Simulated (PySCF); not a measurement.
# Si²⁺ (silicon, charge +2) across methods

[Ne] 3p2, high-spin 3P determinant (an excited configuration). Computed with PySCF 2.14 in aug-cc-pVTZ-DK (6s5p3d2f, 50 functions), with the spin-free X2C one-electron Hamiltonian (Gaussian nucleus).

```
 method  E (hartree)  mean ε 2p α (eV)  mean ε 2p β (eV)  mean ε 3p α (eV)  Σ⟨r²⟩ (bohr²)   ⟨S²⟩
  B97-3    -288.4982           -125.74           -125.25           -23.571          13.92  2.000
    LDA    -287.3657           -119.80           -119.37           -22.647          13.86  2.000
wB97M-V    -288.5127           -127.52           -127.03           -25.484          14.08  2.000
LC-wPBE    -288.4208           -125.68           -125.29           -26.289          13.85  2.000
 r2SCAN    -288.5167           -121.85           -121.42           -22.880          13.93  2.000
    PBE    -288.3990           -119.84           -119.42           -22.727          13.91  2.000
    UHF   -288.04306           -140.57           -139.68           -25.929          14.39  2.000
  wB97X    -288.5263           -126.88           -126.55           -25.745          13.96  2.000
   PBE0    -288.4130           -125.33           -124.79           -23.659          13.99  2.000
```
